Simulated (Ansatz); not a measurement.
This geometry of BClH3NO + ClH (9 atoms, charge 0, multiplicity 1) is a first-order saddle point.

Method: RKS PBE-D4/def2-SVP (Ansatz 0.2.0).

```xyz
9
Properties=species:S:1:pos:R:3
B 0.083 0.549 -0.032
O 0.068 -0.191 1.480
H -0.879 -0.486 1.497
N 1.182 -0.024 -0.774
H 1.814 -0.654 -0.280
H 1.694 0.596 -1.402
Cl -1.678 0.128 -0.569
Cl 0.183 2.359 0.449
H 0.108 0.608 2.061
```

**Question.** Which two structures does it join? (They come from a converged band through this point; their orientation in space is the band's.)

**Answer.** Bonds broken: B1–O2, Cl8–H9. Bonds formed: B1–Cl8, O2–H9. BClH3NO + ClH becomes BCl2H2N + H2O.

Image 0:

```xyz
9
Properties=species:S:1:pos:R:3
B -0.187 -0.280 -0.142
O -0.546 0.196 1.114
H -1.378 -0.188 1.441
N 0.977 0.188 -0.757
H 1.570 0.889 -0.304
H 1.281 -0.124 -1.677
Cl -1.248 -1.486 -0.942
Cl 1.567 2.261 1.905
H 0.540 1.429 1.791
```

Image 6:

```xyz
9
Properties=species:S:1:pos:R:3
B 0.152 0.762 -0.456
O -0.105 -0.288 2.230
H -0.955 -0.436 1.773
N 1.286 0.093 -0.907
H 1.238 -0.840 -1.316
H 2.228 0.437 -0.722
Cl -1.477 0.096 -0.759
Cl 0.290 2.374 0.302
H -0.081 0.686 2.285
```

**Question.** How far does it lie above each of them?

**Answer.** 0.95 eV above the first and 0.41 eV above the second. This is the barrier of this one path; another mechanism may lie lower. The orbitals stay closed-shell, which can raise the energy where a bond breaks towards radicals; this wasn't checked here.

Time of the run: 3.1 min on 2 threads of Arm Neoverse V1, with other jobs on the host, peak memory 0.14 GiB.
